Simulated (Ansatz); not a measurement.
Reaction (silylene formation by 1,1-elimination): `[SiH3]OC([SiH3])S` → `[SiH3]OCS` + `[SiH2]`

Computed with Ansatz on PBE0-D4/def2-TZVP structures; ΔE is electronic, products minus reactants. CCSD(T)/CBS is the MP2 limit (def2-TZVPP, def2-QZVPP) plus CCSD(T) − MP2 in def2-TZVPP, frozen cores. This one scheme is used for every species. Functionals use def2-TZVPP. Each species was taken in one conformer, which may not be the lowest.

```tsv
species	r2SCAN-D4 energy (Eh)
`[SiH3]OC([SiH3])S`	-1095.26899
`[SiH3]OCS`	-804.59453
`[SiH2]`	-290.57875
```

**Question.** Work out ΔE.

**Answer.** ΔE = (-804.59453) + (-290.57875) − (-1095.26899) = 0.09571 Eh = +251.3 kJ/mol. CCSD(T)/CBS gives +231.4 kJ/mol.

Largest T1 diagnostic among the species: 0.014.

From PBE to PBE0 (25 % exact exchange), in def2-TZVPP and without D4, ΔE moves by +6.5 kJ/mol. The D4 term adds +20.9 kJ/mol with B3LYP and +11.2 kJ/mol with PBE0; it sums over pairs of atoms, weighted by their polarisabilities, and B3LYP, whose exchange is more repulsive, gets the larger term.

B3LYP here is the variant with VWN-RPA as its local correlation; programs differ in this.
